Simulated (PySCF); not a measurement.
Isomers of C2H11NOSi2, from PySCF, PBE0-D3(BJ)/def2-SVP geometry optimisation, gas phase. One conformer each, no zero-point energy, no frequencies.

Question: Which isomer lies lowest at this level?
A. `[CH3:1][CH2:2][O:3][Si@@H:4]([NH2:5])[SiH3:6]` with C1–C2–O3–Si4 -171°, C2–O3–Si4–N5 59°, O3–Si4–N5–H 67° and -92°: A = 3427, B = 1154, C = 938.6 MHz, dipole 2.41 D
B. `[NH2:1][SiH2:2][CH2:3][CH2:4][SiH2:5][OH:6]` with H–N1–Si2–C3 -64° and 168°, N1–Si2–C3–C4 -70°, Si2–C3–C4–Si5 69°, C3–C4–Si5–O6 -67°, C4–Si5–O6–H 53°: A = 3131, B = 1575, C = 1149 MHz, dipole 3.24 D
C. `[CH3:1][O:2][CH2:3][SiH2:4][NH:5][SiH3:6]` with C1–O2–C3–Si4 -74°, O2–C3–Si4–N5 -36°, C3–Si4–N5–Si6 -3°: A = 2543, B = 1923, C = 1308 MHz, dipole 1.54 D
D. `[CH3:1][CH2:2][O:3][SiH2:4][NH:5][SiH3:6]` with C1–C2–O3–Si4 -177°, C2–O3–Si4–N5 176°, O3–Si4–N5–Si6 -3°: A = 3264, B = 1323, C = 974.5 MHz, dipole 1.19 D

Answer: B. That is `N[SiH2]CC[SiH2]O`, 6.7 kcal/mol below the next.

```csv
SMILES,mapped SMILES,E (Eh),relative (kcal/mol),relative (kJ/mol),dipole (D)
N[SiH2]CC[SiH2]O,[NH2:1][SiH2:2][CH2:3][CH2:4][SiH2:5][OH:6],-791.05454,0.0,0.0,3.24
CCO[SiH2]N[SiH3],[CH3:1][CH2:2][O:3][SiH2:4][NH:5][SiH3:6],-791.04394,6.7,27.8,1.19
CCO[Si@@H](N)[SiH3],[CH3:1][CH2:2][O:3][Si@@H:4]([NH2:5])[SiH3:6],-791.02995,15.4,64.6,2.41
COC[SiH2]N[SiH3],[CH3:1][O:2][CH2:3][SiH2:4][NH:5][SiH3:6],-790.98935,40.9,171.1,1.54
```

As drawn, the lowest has an O–H bond and an Si–O bond, which the highest lacks.
